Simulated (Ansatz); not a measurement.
Total energies of NaI₂ from Ansatz at r2SCAN-D4/def2-TZVP, gas phase (1 Eh = 27.2114 eV = 2625.5 kJ/mol). The reference geometry is relaxed at B3LYP-D4/def2-TZVP.

```tsv
atom	x (Å)	y (Å)	z (Å)
Na1	0.924	-0.248	1.239
I2	0.603	-0.759	-1.590
I3	-1.527	1.007	0.350
```

| state | geometry | energy (Eh) |
| --- | --- | --- |
| charge 0 doublet | reference | -758.00555 |
| charge 1 singlet | reference | -757.69774 |
| charge 0 quartet | relaxed at B3LYP-D4/def2-TZVP | -757.86866 |

In the def2 sets I takes a core potential; there is no spin–orbit coupling.

Question: Work out the vertical ionisation energy to the singlet.

Answer: E(charge 1 singlet) − E(charge 0 doublet) = -757.69774 − (-758.00555) = 0.30781 Eh = 8.38 eV. For comparison, −ε of the highest occupied level of the spin that leaves is 5.66 eV at this level, 2.72 eV less.

Question: Which of the charge 0 states is lowest, and how far above it are the others?

Answer: The doublet. quartet: -757.86866 − (-758.00555) = 0.13689 Eh = 359.4 kJ/mol. The quartet differs in its bonds from the reference.

The restricted singlet is unstable towards broken spin symmetry in Hartree–Fock (as tested in another run); at r2SCAN-D4/def2-TZVP this wasn't settled. 

The structure comes from a short search, and lower isomers may exist.
